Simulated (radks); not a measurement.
Rh III, configuration [Ar] 3d10 4s1.75 4p6 4d7.25 (fractional occupations, a model configuration). Method: scalar-relativistic Kohn-Sham, exchange-only B88, spin-polarised, spherical densities, finite nucleus; open shells are filled with parallel spins first (spin-orbit coupling, left out, can overturn this in heavy ions); Fermi nuclear charge, rms radius 4.4945 fm; computed with a radial shooting solver on a logarithmic mesh with Libxc functionals.

Normalised radial functions P(r) = r R(r), r in bohr:

r         3d down  4p down  4d down
0.004249   0.0002   0.0085   0.0001
0.005578   0.0004   0.0138   0.0001
0.007263   0.0009   0.0220   0.0003
0.009533   0.0019   0.0351   0.0006
0.01241    0.0040   0.0546   0.0013
0.01629    0.0084   0.0844   0.0027
0.02122    0.0171   0.1255   0.0055
0.02785    0.0347   0.1825   0.0113
0.03626    0.0674   0.2501   0.0219
0.04722    0.1269   0.3210   0.0411
0.06198    0.2336   0.3761   0.0754
0.0807     0.4010   0.3771   0.1288
0.1059     0.6545   0.2805   0.2079
0.1379     0.9725   0.0668   0.3029
0.181      1.3230  -0.2438   0.3957
0.2357     1.5875  -0.5154   0.4367
0.3094     1.6591  -0.5798   0.3701
0.4029     1.4676  -0.3069   0.1626
0.5289     1.0562   0.2589  -0.1777
0.6887     0.6054   0.8203  -0.5390
0.9039     0.2536   1.0983  -0.8083
1.177      0.0762   0.9736  -0.8770
1.533      0.0149   0.6265  -0.7660
2.012      0.0016   0.2870  -0.5502
2.62       0.0001   0.0943  -0.3298
3.438      0.0000   0.0192  -0.1534
4.477      0.0000   0.0023  -0.0539

3d down: eigenvalue -321.13 eV, 0 radial nodes, <r> = 0.370 bohr, 90 % of the charge inside 0.588 bohr. 4p down: eigenvalue -69.004 eV, 2 radial nodes at r = 0.147, 0.472 bohr, <r> = 1.07 bohr, 90 % of the charge inside 1.59 bohr. 4d down: eigenvalue -23.522 eV, 1 radial node at r = 0.463 bohr, <r> = 1.46 bohr, 90 % of the charge inside 2.32 bohr.
